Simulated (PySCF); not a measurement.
C2H9ClOSi2, SMILES C(CO)[Si@@H](Cl)[SiH3]. Atoms are numbered in the order given.

```xyz
15

O     -2.6380     0.1152     0.6595
C     -2.2289     1.3166     0.0619
C     -0.9603     1.0353    -0.7218
Si     0.3493     0.1427     0.3072
Si     2.4909     0.4902    -0.5786
Cl     0.0831    -1.9222     0.2549
H     -3.3627     0.2952     1.2655
H     -3.0093     1.7254    -0.6117
H     -2.0199     2.0976     0.8210
H     -1.1779     0.3987    -1.5959
H     -0.5330     1.9759    -1.1084
H      0.2849     0.5904     1.7307
H      3.5176    -0.2528     0.2131
H      2.5260     0.0065    -1.9938
H      2.8384     1.9479    -0.5709
```

Geometry: PBE0-D3(BJ)/def2-SVP. The structure was generated by enumeration; whether it is a known compound was not checked. Other conformers were not sampled.

The numbers are results of PBE0-D3(BJ)/def2-SVP in PySCF, not measurements.

Frequencies are harmonic and unscaled.

```json
[
 {"mode": "1", "ν (cm⁻¹)": "53", "IR (km/mol)": "0.3", "moving atoms (share of kinetic energy)": "O 36 %, H 21 %, Si 17 %, C 16 %, Cl 9 %"},
 {"mode": "2", "ν (cm⁻¹)": "84", "IR (km/mol)": "1.6", "moving atoms (share of kinetic energy)": "O 36 %, Si 20 %, H 18 %, Cl 16 %, C 9 %"},
 {"mode": "3", "ν (cm⁻¹)": "104", "IR (km/mol)": "0.5", "moving atoms (share of kinetic energy)": "H 49 %, Cl 18 %, Si 13 %, O 12 %, C 8 %"},
 {"mode": "4", "ν (cm⁻¹)": "115", "IR (km/mol)": "1.2", "moving atoms (share of kinetic energy)": "H 57 %, Cl 20 %, Si 14 %"},
 {"mode": "5", "ν (cm⁻¹)": "134", "IR (km/mol)": "4.6", "moving atoms (share of kinetic energy)": "Si 38 %, H 32 %, C 15 %, Cl 9 %"},
 {"mode": "6", "ν (cm⁻¹)": "169", "IR (km/mol)": "6.0", "moving atoms (share of kinetic energy)": "Si 30 %, O 19 %, H 19 %, C 18 %, Cl 15 %"},
 {"mode": "7", "ν (cm⁻¹)": "230", "IR (km/mol)": "25.5", "moving atoms (share of kinetic energy)": "H 42 %, C 25 %, Si 16 %, Cl 10 %"},
 {"mode": "8", "ν (cm⁻¹)": "293", "IR (km/mol)": "101.8", "moving atoms (share of kinetic energy)": "H 84 %"},
 {"mode": "9", "ν (cm⁻¹)": "400", "IR (km/mol)": "6.8", "moving atoms (share of kinetic energy)": "Si 46 %, H 23 %, C 15 %, Cl 9 %"},
 {"mode": "10", "ν (cm⁻¹)": "442", "IR (km/mol)": "7.4", "moving atoms (share of kinetic energy)": "H 62 %, C 16 %, Si 12 %, O 10 %"},
 {"mode": "11", "ν (cm⁻¹)": "501", "IR (km/mol)": "20.9", "moving atoms (share of kinetic energy)": "H 81 %, Si 13 %"},
 {"mode": "12", "ν (cm⁻¹)": "516", "IR (km/mol)": "39.7", "moving atoms (share of kinetic energy)": "Si 46 %, H 41 %, Cl 10 %"},
 {"mode": "13", "ν (cm⁻¹)": "551", "IR (km/mol)": "34.9", "moving atoms (share of kinetic energy)": "Si 44 %, Cl 28 %, H 21 %"},
 {"mode": "14", "ν (cm⁻¹)": "687", "IR (km/mol)": "31.9", "moving atoms (share of kinetic energy)": "Si 38 %, C 37 %, H 24 %"},
 {"mode": "15", "ν (cm⁻¹)": "719", "IR (km/mol)": "21.7", "moving atoms (share of kinetic energy)": "H 71 %, C 23 %"},
 {"mode": "16", "ν (cm⁻¹)": "764", "IR (km/mol)": "187.2", "moving atoms (share of kinetic energy)": "H 85 %"},
 {"mode": "17", "ν (cm⁻¹)": "808", "IR (km/mol)": "62.7", "moving atoms (share of kinetic energy)": "H 71 %, C 16 %, Si 9 %"},
 {"mode": "18", "ν (cm⁻¹)": "873", "IR (km/mol)": "136.6", "moving atoms (share of kinetic energy)": "H 87 %, Si 11 %"},
 {"mode": "19", "ν (cm⁻¹)": "932", "IR (km/mol)": "36.0", "moving atoms (share of kinetic energy)": "H 97 %"},
 {"mode": "20", "ν (cm⁻¹)": "934", "IR (km/mol)": "40.8", "moving atoms (share of kinetic energy)": "H 97 %"},
 {"mode": "21", "ν (cm⁻¹)": "966", "IR (km/mol)": "1.8", "moving atoms (share of kinetic energy)": "H 56 %, C 37 %"},
 {"mode": "22", "ν (cm⁻¹)": "997", "IR (km/mol)": "29.9", "moving atoms (share of kinetic energy)": "H 73 %, C 21 %"},
 {"mode": "23", "ν (cm⁻¹)": "1121", "IR (km/mol)": "117.6", "moving atoms (share of kinetic energy)": "H 52 %, C 32 %, O 15 %"},
 {"mode": "24", "ν (cm⁻¹)": "1168", "IR (km/mol)": "6.8", "moving atoms (share of kinetic energy)": "H 51 %, C 30 %, O 19 %"},
 {"mode": "25", "ν (cm⁻¹)": "1218", "IR (km/mol)": "18.9", "moving atoms (share of kinetic energy)": "H 69 %, C 27 %"},
 {"mode": "26", "ν (cm⁻¹)": "1284", "IR (km/mol)": "60.9", "moving atoms (share of kinetic energy)": "H 73 %, C 20 %"},
 {"mode": "27", "ν (cm⁻¹)": "1300", "IR (km/mol)": "1.9", "moving atoms (share of kinetic energy)": "H 82 %, C 16 %"},
 {"mode": "28", "ν (cm⁻¹)": "1405", "IR (km/mol)": "7.5", "moving atoms (share of kinetic energy)": "H 91 %, C 9 %"},
 {"mode": "29", "ν (cm⁻¹)": "1447", "IR (km/mol)": "19.9", "moving atoms (share of kinetic energy)": "H 65 %, C 32 %"},
 {"mode": "30", "ν (cm⁻¹)": "1512", "IR (km/mol)": "3.6", "moving atoms (share of kinetic energy)": "H 92 %"},
 {"mode": "31", "ν (cm⁻¹)": "2207", "IR (km/mol)": "81.9", "moving atoms (share of kinetic energy)": "H 98 %"},
 {"mode": "32", "ν (cm⁻¹)": "2223", "IR (km/mol)": "6.1", "moving atoms (share of kinetic energy)": "H 97 %"},
 {"mode": "33", "ν (cm⁻¹)": "2226", "IR (km/mol)": "137.6", "moving atoms (share of kinetic energy)": "H 96 %"},
 {"mode": "34", "ν (cm⁻¹)": "2236", "IR (km/mol)": "108.2", "moving atoms (share of kinetic energy)": "H 96 %"},
 {"mode": "35", "ν (cm⁻¹)": "2989", "IR (km/mol)": "75.0", "moving atoms (share of kinetic energy)": "H 95 %"},
 {"mode": "36", "ν (cm⁻¹)": "3028", "IR (km/mol)": "52.3", "moving atoms (share of kinetic energy)": "H 90 %, C 10 %"},
 {"mode": "37", "ν (cm⁻¹)": "3070", "IR (km/mol)": "4.1", "moving atoms (share of kinetic energy)": "H 94 %"},
 {"mode": "38", "ν (cm⁻¹)": "3132", "IR (km/mol)": "2.9", "moving atoms (share of kinetic energy)": "H 91 %, C 9 %"},
 {"mode": "39", "ν (cm⁻¹)": "3901", "IR (km/mol)": "59.1", "moving atoms (share of kinetic energy)": "H 94 %"}
]
```
